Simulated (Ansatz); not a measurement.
Bonds to the group Y in Y-Sb(OH)2. All species are isolated molecules in the gas phase. Each species was relaxed from one start; no search for lower structures was made at this level. In the def2 sets, heavy atoms carry core potentials. Strings in code marks are SMILES.

The HOMO–LUMO gap from two functionals at the same geometries (B3LYP-D3(BJ)/def2-SVP), both in Ansatz (an electronic-structure program): PBE-D3(BJ)/def2-TZVP and PBE0-D3(BJ)/def2-TZVP. 

| species | PBE-D3(BJ)/def2-TZVP (eV) | PBE0-D3(BJ)/def2-TZVP (eV) |
|---|---|---|
| Y = methyl (`[OH][Sb]([OH])[CH3]` (O–Sb–O–H torsion -90°, O–Sb–O–H torsion -51°)) | 4.72 | 6.62 |
| Y = isopropyl (`[OH][Sb]([OH])[CH](C)C`) | 4.29 | 6.15 |
| Y = n-butyl (`C(C[CH2][Sb]([OH])[OH])C`) | 4.45 | 6.32 |
| Y = tert-butyl | 4.20 | 6.04 |
| Y = vinyl | 4.34 | 6.35 |
| Y = phenyl | 4.34 | 6.16 |
| Y = trifluoromethyl (`[OH][Sb]([C](F)(F)F)[OH]` (H–O–Sb–O torsion 53°, O–Sb–O–H torsion 98°)) | 4.65 | 6.65 |
| Y = 2,2,2-trifluoroethyl (`[OH][Sb]([OH])[CH2]C(F)(F)F`) | 4.69 | 6.77 |
| Y = cyclopentyl | 4.20 | 6.05 |
| Y = but-3-enyl (`C=CC[CH2][Sb]([OH])[OH]`) | 4.34 | 6.21 |

Over these rows, drawn at random from the members with no instability flagged (it was tested for open shells, ions and some series alone), PBE minus PBE0-D3(BJ): mean -1.91 eV, from -2.08 eV to -1.82 eV.
